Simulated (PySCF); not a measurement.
Species: C7H9O2 (doublet state).
Z-matrix (Å and degrees, GFN2-xTB geometry), rows numbered from 1:
```
C 
C   1  1.5207
C   2  1.5007  1  112.63
O   3  1.2071  2  125.14  1    -0.36
C   3  1.5345  2  113.83  1  -179.33
O   5  1.2139  3  121.51  2    -9.39
C   5  1.4759  3  113.42  2   170.61
C   7  1.4681  5  117.65  3   139.50
C   8  1.4441  7   63.83  5   108.18
H   1  1.0870  2  110.11  3   -59.47
H   1  1.0872  2  110.30  3    59.67
H   1  1.0866  2  110.49  3  -179.88
H   2  1.0936  1  111.39  3   120.60
H   2  1.0933  1  111.39  3  -120.97
H   7  1.0833  5  113.57  3    -7.95
H   8  1.0688  7  130.25  9  -123.64
H   9  1.0861  7  118.51  8   108.97
H   9  1.0809  7  115.26  8  -111.12
```

The hyperfine couplings belong to this conformer and change with its torsions.

The species is `CCC(=O)C(=O)[C@H]1[CH]C1` [radical].

The calculation used PySCF 2.14.0, UKS B3LYP, pcH-1 on C H O, non-relativistic, mean-field spin-orbit, GIAO. Geometry: GFN2-xTB, one conformer, isolated molecule. Couplings are sensitive to structure, and on GFN2-xTB geometries they can be far from those on DFT ones. The SCF solution wasn't tested for stability.

Problem. Give the isotropic g value and a_iso(1H) at H18.

Solution. g_iso = 2.00280 and a = +84.86 MHz, or +3.027 mT (Mulliken spin population +0.03).

Problem. Take this nucleus alone (I = 1/2, g_N = 5.5857) with S = 1/2. Where do its 2 lines fall at 9.549 GHz to first order, to second order and exactly?

Solution. B0 = hν/(g μB) = 340.650 mT and a/B0 = 0.0089. B(1) = B0 − a·mI, B(2) = B(1) − a²[I(I+1) − mI²]/(2B0); the exact values solve the Breit–Rabi equation, nuclear Zeeman term included.

```csv
mI,first order (mT),second order (mT),exact (mT),exact − first order
−1/2,342.164,342.157,342.157,-0.007
+1/2,339.136,339.130,339.130,-0.007
```

Problem. Give the zero-field levels of this pair of spins.

Solution. F = I ± 1/2 = 1 and 0, at a·I/2 = +21.2 MHz and −a(I+1)/2 = -63.6 MHz, that is |a|(I + 1/2) = 84.9 MHz apart; F = 0 lies lower.

Other couplings of abundant isotopes, left aside here: 1 × 1H 83 MHz, 1 × 1H 67 MHz, 1 × 1H 6 MHz.
